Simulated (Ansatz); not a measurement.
Harmonic frequencies (cm⁻¹) at PBE0-D4/def2-TZVP from Ansatz: 180, 241, 303, 534, 615, 815, 819, 932, 2322.

Which molecule is it?
A. `CS[Si](F)(F)F`
B. `F[SiH](Cl)Cl`
C. `F[Si]([SiH3])(Cl)Cl`
D. `F[SiH2]O[SiH3]`

B.
